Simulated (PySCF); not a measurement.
Input of a run (PBE0-D3(BJ)/def2-SVP geometry optimisation, gas phase (PySCF 2.14.0)), started from GFN2-xTB:
```
{"job": {"xc": "PBE0", "basis": "def2-SVP", "d3": "d3bj", "grid": 1, "kind": "geom"}, "charge": 0, "multiplicity": 1}
C     -2.127040     0.425170     0.138780
C     -1.072320    -0.407300    -0.539740
O     -1.166560    -0.749330    -1.698160
Si     0.501400    -0.888270     0.455520
Si     2.230660     0.462190    -0.278480
H     -2.569490    -0.167120     0.937210
H     -2.903070     0.730200    -0.560810
H     -1.664630     1.299480     0.591470
H      0.149700    -0.735680     1.876300
H      0.693970    -2.320540     0.213590
H      3.537540    -0.121510     0.035800
H      2.185980     0.693130    -1.722670
H      2.195100     1.780550     0.365570
```

Output (energies in Eh, forces in Eh/bohr):
```
step   0  E = -734.49389920  max force = 0.011786
step   1  E = -734.49765836  max force = 0.005453
step   2  E = -734.49795648  max force = 0.002232
step   3  E = -734.49797559  max force = 0.004635
step   4  E = -734.49808229  max force = 0.001400
step   5  E = -734.49811908  max force = 0.000566
step   6  E = -734.49817371  max force = 0.001052
step   7  E = -734.49823972  max force = 0.001613
step   8  E = -734.49832440  max force = 0.001562
step   9  E = -734.49841853  max force = 0.000967
step  10  E = -734.49847276  max force = 0.000641
step  11  E = -734.49847736  max force = 0.000369
optimisation converged
```

Task: Summarise the run.

Result: The energy falls by 0.125 eV over 12 energy and gradient evaluations, the largest force component goes from 0.0118 to 3.7e-04 Eh/bohr, and the atoms move by 0.231 Å rms after alignment. Among the bonds, Si4–Si5, Si5–H11, Si5–H12 and Si5–H13 change most and about equally (+0.029 to +0.030 Å). Bonds longer at the end by more than 0.005 Å: 10 of 12; shorter: 0. Among the angles that change most is C2–Si4–H9, from 106.1° to 112.2°. Among the dihedrals that turn most is H9–Si4–Si5–H13, from -36° to -62°. The energy never rose by more than 1e-6 Eh on the way. The first step brought 82 % of the lowering.

Task: What are the final bond lengths?

Result: C1–C2 1.504 Å, C2=O3 1.210 Å, C2–Si4 1.948 Å, Si4–Si5 2.343 Å, C1–H6 1.102 Å, C1–H7 1.099 Å, C1–H8 1.103 Å, Si4–H9 1.498 Å, Si4–H10 1.493 Å, Si5–H11 1.495 Å, Si5–H12 1.493 Å, Si5–H13 1.496 Å. Numbering counts from 1 in the input's order; the species is `CC(=O)[SiH2][SiH3]`.

The run used 118 basis functions and 79 SCF cycles in all.

No frequency check. The numbers are those of one conformer.
